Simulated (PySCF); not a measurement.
Compound: C6H9O3P.
Atom-mapped SMILES: `[CH3:1][CH2:2][P@@:3](=[O:4])([OH:5])[c:6]1[cH:7][cH:8][o:9][cH:10]1` (hydrogens: H11, H12, H13 on C1; H14, H15 on C2; H16 on O5; H17 on C7; H18 on C8; H19 on C10)

The same species was optimised twice, with GFN2-xTB and with PBE0-D3(BJ)/def2-SVP (PySCF), and the same property calculations (PySCF, gas phase) were run on both structures.

```csv
coordinate,GFN2-xTB,PBE0-D3(BJ)/def2-SVP,change
C2–P3 (Å),1.836,1.807,-0.029
P3=O4 (Å),1.467,1.491,+0.024
P3–O5 (Å),1.616,1.635,+0.019
C6–C7 (Å),1.421,1.437,+0.016
P3–C6 (Å),1.802,1.790,-0.012
C8–O9 (Å),1.345,1.352,+0.007
O9–C10 (Å),1.336,1.341,+0.005
C1–C2 (Å),1.519,1.523,+0.004
C6–C10 (Å),1.365,1.367,+0.002
C7–C8 (Å),1.358,1.360,+0.002
O4–P3–O5 (°),111.6,115.0,+3.4
C2–P3–O5 (°),102.8,100.0,-2.8
C1–C2–P3 (°),109.2,111.7,+2.5
O4–P3–C6 (°),114.3,112.2,-2.1
C2–P3–C6 (°),105.9,107.5,+1.6
P3–C6–C7 (°),129.5,131.0,+1.5
P3–C6–C10 (°),124.8,123.4,-1.4
C8–O9–C10 (°),107.2,107.7,+0.5
C1–C2–P3–O4 (°),-50,-54,-4
C2–P3–C6–C7 (°),-65,-61,+4
```

Rotational constants: A = 2437, B = 708.8, C = 679.3 MHz (GFN2-xTB) against A = 2453, B = 709.5, C = 670.1 MHz (PBE0-D3(BJ)/def2-SVP). Point groups within 0.08 Å: C1 and C1.

On the GFN2-xTB structure: HOMO (eV) -7.12 [PBE0/pcSseg-1]; LUMO (eV) -0.22 [PBE0/pcSseg-1]; dipole (D) 2.73 [PBE0/pcSseg-1]; GIAO shielding of C1 (ppm) 180.6 [PBE0/pcSseg-1]; GIAO shielding of C2 (ppm) 155.8 [PBE0/pcSseg-1]; GIAO shielding of P3 (ppm) 292.2 [PBE0/pcSseg-1]; GIAO shielding of O4 (ppm) 205.7 [PBE0/pcSseg-1]; GIAO shielding of O5 (ppm) 223.7 [PBE0/pcSseg-1]; GIAO shielding of C6 (ppm) 59.3 [PBE0/pcSseg-1]; GIAO shielding of C7 (ppm) 69.4 [PBE0/pcSseg-1]; GIAO shielding of C8 (ppm) 38.6 [PBE0/pcSseg-1].

What do these properties become on the PBE0-D3(BJ)/def2-SVP structure?

| property | level | on GFN2-xTB | on PBE0-D3(BJ)/def2-SVP | change |
| --- | --- | --- | --- | --- |
| HOMO (eV) | PBE0/pcSseg-1 | -7.12 | -7.19 | -0.07 |
| LUMO (eV) | PBE0/pcSseg-1 | -0.22 | -0.31 | -0.09 |
| dipole (D) | PBE0/pcSseg-1 | 2.73 | 3.12 | +0.39 |
| energy, GFN2-xTB geometry as zero (kcal/mol) | PBE0/pcSseg-1 | 0.0 | -2.1 | -2.1 |
| GIAO shielding of C1 (ppm) | PBE0/pcSseg-1 | 180.6 | 178.3 | -2.3 |
| GIAO shielding of C2 (ppm) | PBE0/pcSseg-1 | 155.8 | 157.2 | +1.4 |
| GIAO shielding of P3 (ppm) | PBE0/pcSseg-1 | 292.2 | 288.8 | -3.4 |
| GIAO shielding of O4 (ppm) | PBE0/pcSseg-1 | 205.7 | 193.4 | -12.3 |
| GIAO shielding of O5 (ppm) | PBE0/pcSseg-1 | 223.7 | 215.2 | -8.5 |
| GIAO shielding of C6 (ppm) | PBE0/pcSseg-1 | 59.3 | 60.2 | +0.9 |
| GIAO shielding of C7 (ppm) | PBE0/pcSseg-1 | 69.4 | 68.1 | -1.3 |
| GIAO shielding of C8 (ppm) | PBE0/pcSseg-1 | 38.6 | 36.5 | -2.1 |

The heavy atoms differ by 0.065 Å rms after alignment. Among bonds between heavy atoms C2–P3 changes most (-0.029 Å). Changes are differences of the printed values. Neither structure is proved a minimum here.

Conformer computed: `[CH3:1][CH2:2][P@@:3](=[O:4])([OH:5])[c:6]1[cH:7][cH:8][o:9][cH:10]1`: C1–C2–P3–O4 -54°, C2–P3–C6–C7 -61°, H–O5–P3–C2 -161°.
